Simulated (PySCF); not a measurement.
C4H10O, SMILES CCCCO. Heavy atoms are numbered as in [CH3:1][CH2:2][CH2:3][CH2:4][OH:5]. Hydrogens are named by the atom that carries them.

Geometry: TPSSh-D3(BJ)/def2-SVP. The values are those of a single conformer.

Computed with PBE0/pcSseg-1 (PySCF).

GIAO shieldings, no solvent; atoms alike by connectivity are averaged. δ = σ(ref) − σ: ¹³C against TMS (σ = 186.3 ppm); ¹⁷O against H2O (σ = 334.2 ppm); ¹H against TMS (σ = 31.56 ppm), references at their B3LYP-D3(BJ)/def2-TZVP geometries, non-relativistic.

| nucleus | atoms | count | δ (ppm) |
|---|---|---|---|
| ¹³C | C4 (CH2) | 1 | 69.9 |
| ¹³C | C3 (CH2) | 1 | 39.1 |
| ¹³C | C2 (CH2) | 1 | 24.3 |
| ¹³C | C1 (CH3) | 1 | 18.8 |
| ¹⁷O | O5 (OH) | 1 | 34.4 |
| ¹H | H on C4 | 2 | 3.95 |
| ¹H | H on C3 | 2 | 1.80 |
| ¹H | H on C1 | 3 | 1.37 |
| ¹H | H on C2 | 2 | 1.34 |
| ¹H | H on O5 | 1 | 0.57 |
